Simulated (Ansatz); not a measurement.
The cluster TaO₃H⁺, relaxed as a doublet with UKS r2SCAN-D4/def2-TZVP in Ansatz, starting from the r2SCAN-D4/def2-TZVP geometry of the neutral singlet. Force threshold 0.02 eV/Å.

In the def2 sets Ta takes a core potential; there is no spin–orbit coupling. The structure holds one bond between oxygen atoms, so isomers without such links may lie far lower. The relaxation made no stability test and no search for a lower SCF solution. No other spin state of charge 1 was run. The structure comes from a short search, and lower isomers may exist.

Start:

```xyz
5

Ta    0.4610   -0.4576    0.6061
O    -1.1649   -0.7095   -0.2440
O    -0.8870   -1.8314    0.7008
O     0.9170    1.1554   -0.2198
H     0.6739    1.8431   -0.8431
```

Task: Estimate the energy that the relaxation releases and the steps that it takes.

Result: 0.04 eV, in 6 steps; 17 s on 4 threads of Intel Xeon Platinum 8375C on a shared host. No frequencies were taken in this run, so the end may be a saddle point.

Task: Does the start keep its bonding and symmetry?

Result: By distances, no bond broke or formed. The bond that changes most is Ta1–O4, from 1.87 to 1.84 Å (atoms count from 1). Point group Cs at the start, Cs at the end, both within 0.05 Å.

Task: Predict the relaxed structure.

Result: 
```xyz
5

Ta    0.441   -0.453    0.588
O    -1.169   -0.727   -0.235
O    -0.871   -1.832    0.712
O     0.875    1.136   -0.231
H     0.724    1.876   -0.835
```
Bond lengths: 3 × O–Ta 1.83 to 1.91 Å; 1 × O–O 1.49 Å; 1 × H–O 0.97 Å.
